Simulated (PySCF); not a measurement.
## Tellurium: highly charged ions in a basis for the neutral atom

Te¹²⁺ [Kr] 4d4, Te¹³⁺ [Kr] 4d3. All numbers are calculated (PySCF 2.14, the spin-free X2C one-electron Hamiltonian (Gaussian nucleus), in x2c-SVPall (6s5p3d, 36 functions)). No spin-orbit coupling, so a gap to NIST mixes the basis error with missing relativistic terms.

Changed run: basis of the neutral atom used for a highly charged ion. This setting is unsound on purpose.

| species | method | sound run (hartree) | changed run (hartree) | converged |
| --- | --- | --- | --- | --- |
| Te¹²⁺ | UHF | not run | -6741.24777 | yes |
| Te¹²⁺ | M06-2X | not run | -6744.05239 | yes |
| Te¹²⁺ | PBE | not run | -6743.02543 | yes |
| Te¹³⁺ | UHF | not run | -6731.13559 | yes |
| Te¹³⁺ | M06-2X | not run | -6733.89715 | yes |
| Te¹³⁺ | PBE | not run | -6732.87165 | yes |

Ionisation energy of Te¹²⁺:

```
method  changed run (eV)  NIST (eV)
   UHF            275.17    272 ± 3
M06-2X            276.34    272 ± 3
   PBE            276.30    272 ± 3
```

The contracted functions were made for the neutral atom and can be too rigid for a highly charged ion.
